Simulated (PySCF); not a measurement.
Species: C₇H₁₀.
Atom-mapped SMILES: `[CH2:1]=[C:2]1[CH2:3][CH2:4]/[C:5]1=[CH:6]\[CH3:7]` (hydrogens: H8, H9 on C1; H10, H11 on C3; H12, H13 on C4; H14 on C6; H15, H16, H17 on C7)

The same species was optimised twice, with GFN2-xTB and with PBE0-D3(BJ)/def2-SVP (PySCF), and the same property calculations (PySCF, gas phase) were run on both structures.

| coordinate | GFN2-xTB | PBE0-D3(BJ)/def2-SVP | change |
| --- | --- | --- | --- |
| C2–C5 (Å) | 1.462 | 1.476 | +0.014 |
| C1=C2 (Å) | 1.323 | 1.336 | +0.013 |
| C5=C6 (Å) | 1.327 | 1.339 | +0.012 |
| C3–C4 (Å) | 1.544 | 1.554 | +0.010 |
| C2–C3 (Å) | 1.511 | 1.520 | +0.009 |
| C4–C5 (Å) | 1.512 | 1.520 | +0.008 |
| C6–C7 (Å) | 1.492 | 1.490 | -0.002 |
| C5–C6–C7 (°) | 124.5 | 125.0 | +0.5 |
| C1–C2–C3 (°) | 133.6 | 133.8 | +0.2 |
| C3–C2–C5 (°) | 91.5 | 91.3 | -0.2 |
| C2–C3–C4 (°) | 88.5 | 88.7 | +0.2 |
| C2–C5–C6 (°) | 134.4 | 134.3 | -0.1 |
| C2–C5–C4 (°) | 91.6 | 91.7 | +0.1 |
| C3–C4–C5 (°) | 88.4 | 88.3 | -0.1 |
| C4–C5–C6 (°) | 134.0 | 134.0 | 0.0 |

Rotational constants: A = 4836, B = 1970, C = 1437 MHz (GFN2-xTB) against A = 4755, B = 1940, C = 1415 MHz (PBE0-D3(BJ)/def2-SVP). Point groups within 0.08 Å: Cs and Cs.

On the GFN2-xTB structure: lowest singlet, TDDFT (eV) 5.22 [wB97X-D/def2-SVPD]; lowest triplet, Tamm–Dancoff (eV) 3.05 [wB97X-D/def2-SVPD]; isotropic polarisability (au) 86.1 [wB97X-D/def2-SVPD]; HOMO (eV) -8.01 [wB97X-D/def2-SVPD]; LUMO (eV) 0.91 [wB97X-D/def2-SVPD]; dipole (D) 0.64 [wB97X-D/def2-SVPD]; HOMO (eV) -6.24 [PBE0/pcSseg-1]; LUMO (eV) -0.78 [PBE0/pcSseg-1]; dipole (D) 0.64 [PBE0/pcSseg-1]; GIAO shielding of C1 (ppm) 78.9 [PBE0/pcSseg-1]; GIAO shielding of C2 (ppm) 31.7 [PBE0/pcSseg-1]; GIAO shielding of C3 (ppm) 159.0 [PBE0/pcSseg-1]; GIAO shielding of C4 (ppm) 161.0 [PBE0/pcSseg-1]; GIAO shielding of C5 (ppm) 40.9 [PBE0/pcSseg-1]; GIAO shielding of C6 (ppm) 62.4 [PBE0/pcSseg-1]; GIAO shielding of C7 (ppm) 169.8 [PBE0/pcSseg-1].

Q: What do these properties become on the PBE0-D3(BJ)/def2-SVP structure?

A: 
| property | level | on GFN2-xTB | on PBE0-D3(BJ)/def2-SVP | change |
| --- | --- | --- | --- | --- |
| lowest singlet, TDDFT (eV) | wB97X-D/def2-SVPD | 5.22 | 5.16 | -0.06 |
| lowest triplet, Tamm–Dancoff (eV) | wB97X-D/def2-SVPD | 3.05 | 2.97 | -0.08 |
| isotropic polarisability (au) | wB97X-D/def2-SVPD | 86.1 | 88.1 | +2.0 |
| HOMO (eV) | wB97X-D/def2-SVPD | -8.01 | -8.00 | +0.01 |
| LUMO (eV) | wB97X-D/def2-SVPD | 0.91 | 0.83 | -0.08 |
| dipole (D) | wB97X-D/def2-SVPD | 0.64 | 0.66 | +0.02 |
| energy, GFN2-xTB geometry as zero (kcal/mol) | wB97X-D/def2-SVPD | 0.0 | -1.1 | -1.1 |
| HOMO (eV) | PBE0/pcSseg-1 | -6.24 | -6.23 | +0.01 |
| LUMO (eV) | PBE0/pcSseg-1 | -0.78 | -0.85 | -0.07 |
| dipole (D) | PBE0/pcSseg-1 | 0.64 | 0.66 | +0.02 |
| energy, GFN2-xTB geometry as zero (kcal/mol) | PBE0/pcSseg-1 | 0.0 | -0.5 | -0.5 |
| GIAO shielding of C1 (ppm) | PBE0/pcSseg-1 | 78.9 | 75.9 | -3.0 |
| GIAO shielding of C2 (ppm) | PBE0/pcSseg-1 | 31.7 | 28.3 | -3.4 |
| GIAO shielding of C3 (ppm) | PBE0/pcSseg-1 | 159.0 | 155.7 | -3.3 |
| GIAO shielding of C4 (ppm) | PBE0/pcSseg-1 | 161.0 | 158.1 | -2.9 |
| GIAO shielding of C5 (ppm) | PBE0/pcSseg-1 | 40.9 | 37.2 | -3.7 |
| GIAO shielding of C6 (ppm) | PBE0/pcSseg-1 | 62.4 | 60.4 | -2.0 |
| GIAO shielding of C7 (ppm) | PBE0/pcSseg-1 | 169.8 | 168.2 | -1.6 |

The heavy atoms differ by 0.014 Å rms after alignment. Among bonds between heavy atoms C1=C2 and C2–C5 change most and about equally (+0.013 to +0.014 Å). Changes are differences of the printed values. Neither structure is proved a minimum here.

The pairwise dispersion term of wB97X-D wasn't added to the energies; at a given geometry it leaves orbitals and properties as they are.
